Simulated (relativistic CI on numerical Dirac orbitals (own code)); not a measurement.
# Forbidden lines of Hg9+

Computed by Dirac-Coulomb-Breit CI, separate exchange-only KLI orbitals for each configuration, model QED, unscaled Slater integrals (own radial code, finite nucleus).

CI space (outside the closed core [Kr] 4d10 4f14): 5s2.5p6.5d3, 5s2.5p6.5d2.6s, 5s2.5p6.5d2.5f, 5s2.5p5.5d4, 5s2.5p6.5d2.6p, 5s2.5p6.5d2.5g, 5s2.5p6.5d.6s.6p, 5s2.5p6.5d.5f.6s, 5s2.5p6.5d2.6d, 5s.5p6.5d4, 5s2.5p6.5d2.7s, 5s2.5p6.5d.6s2, 5s2.5p6.5f.6s2, 5s2.5p6.6s2.6p, 5s2.5p6.5g.6s2, 5s2.5p6.6s2.6d, 5s2.5p6.5d.5f2, 5s2.5p6.5f2.6s, 5s2.5p6.5f3, 5s2.5p6.5f2.6p, 5s2.5p6.5f2.5g, 5s2.5p6.5f2.6d, 5s2.5p6.5d.6p2, 5s2.5p6.6s.6p2, 5s2.5p6.5f.6p2, 5s2.5p6.6p3, 5s2.5p6.5g.6p2, 5s2.5p6.6p2.6d, 5s2.5p6.5d.5f.6p, 5s2.5p6.5f.6s.6p, 5s2.5p6.5f.5g.6p, 5s2.5p6.5f.6p.6d. Double excitations out of closed p, d and f shells are left out; levels of such configurations are missing from the list, as are those of other unlisted configurations, and high levels can miss mixing partners. These lack a partner that the ground configuration has and come out too high: 5s2.5p6.5d2.7s.

```tsv
λ vac (nm)	Lower	Upper	Type	A (s⁻¹)	E lower (cm⁻¹)	E upper (cm⁻¹)
168.13	5s2.5p6.5d3 4F_5/2 [2]	5s2.5p6.5d3 2P_3/2 [17]	M1	8.37e+01	13995.7	73473.5
216.46	5s2.5p6.5d3 4F_7/2 [3]	5s2.5p6.5d3 2G_9/2 [16]	M1	2.64e+01	23056.9	69254.6
242.83	5s2.5p6.5d3 2G_9/2 [5]	5s2.5p6.5d3 2F_7/2 [15]	M1	6.44e+01	27484.4	68664.9
268.17	5s2.5p6.5d3 4F_7/2 [3]	5s2.5p6.5d3 2D_5/2 [13]	M1	1.26e+02	23056.9	60347.2
269.15	5s2.5p6.5d3 2D_5/2 [13]	5s2.5p6.5d3 2D_3/2 [18]	M1	1.66e+02	60347.2	97501.0
279.10	5s2.5p6.5d3 4F_5/2 [2]	5s2.5p6.5d3 2D_3/2 [10]	M1	1.61e+02	13995.7	49825.2
330.94	5s2.5p6.5d3 2G_9/2 [5]	5s2.5p6.5d3 2H_11/2 [12]	M1	6.93e+01	27484.4	57701.1
333.82	5s2.5p6.5d3 4P_5/2 [8]	5s2.5p6.5d3 2P_3/2 [17]	M1	1.42e+02	43517.4	73473.5
355.07	5s2.5p6.5d3 4F_5/2 [2]	5s2.5p6.5d3 2G_7/2 [7]	M1	2.20e+02	13995.7	42158.9
369.06	5s2.5p6.5d3 2G_7/2 [7]	5s2.5p6.5d3 2G_9/2 [16]	M1	2.09e+02	42158.9	69254.6
392.64	5s2.5p6.5d3 4P_3/2 [4]	5s2.5p6.5d3 2D_3/2 [10]	M1	2.40e+02	24356.9	49825.2
409.07	5s2.5p6.5d3 2H_9/2 [9]	5s2.5p6.5d3 2G_9/2 [16]	M1	1.76e+02	44809.2	69254.6
410.56	5s2.5p6.5d3 4F_3/2 [1]	5s2.5p6.5d3 4P_3/2 [4]	M1	1.03e+02	0.0	24356.9
419.47	5s2.5p6.5d3 4P_1/2 [6]	5s2.5p6.5d3 2P_1/2 [11]	M1	2.37e+02	28592.2	52431.7
422.86	5s2.5p6.5d3 2D_3/2 [10]	5s2.5p6.5d3 2P_3/2 [17]	M1	1.27e+02	49825.2	73473.5
459.72	5s2.5p6.5d3 4F_7/2 [3]	5s2.5p6.5d3 2H_9/2 [9]	M1	7.83e+01	23056.9	44809.2
521.91	5s2.5p6.5d3 4P_3/2 [4]	5s2.5p6.5d3 4P_5/2 [8]	M1	6.30e+01	24356.9	43517.4
523.50	5s2.5p6.5d3 4F_7/2 [3]	5s2.5p6.5d3 2G_7/2 [7]	M1	5.90e+01	23056.9	42158.9
577.21	5s2.5p6.5d3 2G_9/2 [5]	5s2.5p6.5d3 2H_9/2 [9]	M1	8.91e+01	27484.4	44809.2
714.50	5s2.5p6.5d3 4F_3/2 [1]	5s2.5p6.5d3 4F_5/2 [2]	M1	9.30e+01	0.0	13995.7
```

Terms are leading LS components. Brackets give the number of a level in order of energy, since labels repeat. The list gives strong lines, with weight on those to low levels, among the lowest 200 of 1694 levels, so that lines to higher ones, which can be the strongest, are missing. Levels whose partners in the same complex of configurations lie outside the list can be far off, and so can their lines. Rates are taken at the computed energies, electric ones in the length gauge.

At this charge energies of transitions that change n are usually good to better than 1 %, and those within a shell (Δn = 0) to a few per cent. Terms inside the open d or f shell come out 10 to 20 % too wide with unscaled integrals. Levels and lines within the n = 5 or 6 shells can be off by up to 10 % or somewhat more, and those that change n by about 2 %, since core polarisation is missing.

LS names give the leading component of a level, which can be under half, so a name can repeat, a term be missing and a line seem to break the LS rules.
